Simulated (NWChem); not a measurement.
SiNH5O; SMILES N[SiH2]O

```xyz
8

Si    -0.4691     0.0315    -0.0007
N      0.4117    -1.4395     0.0041
O      0.5420     1.3622     0.0068
H     -1.3349     0.0833     1.2183
H     -1.3103     0.0178    -1.2351
H      0.8229    -1.7781    -0.8581
H      0.9871    -1.6894     0.8006
H      0.1444     2.2079     0.2334
```
Atoms are numbered in this order, from 1.

Computed with NWChem. Coordinates come from a PBE0/def2-SVP optimisation. Level: M06-2X/def2-SVP with SMD (1 M gas to 1 M solution), gas-phase geometry. Reactions with the solvent are ignored.

For solvent ethylene glycol:

* **solvation free energy (kcal/mol)**: -5.5
* **cavity-dispersion-structure term (kcal/mol)**: 3.0

Q: How do the values read with solvent tetrahydrofuran instead?

A: The solvation free energy (kcal/mol) is -4.4 and the cavity-dispersion-structure term (kcal/mol) comes out as 0.2.
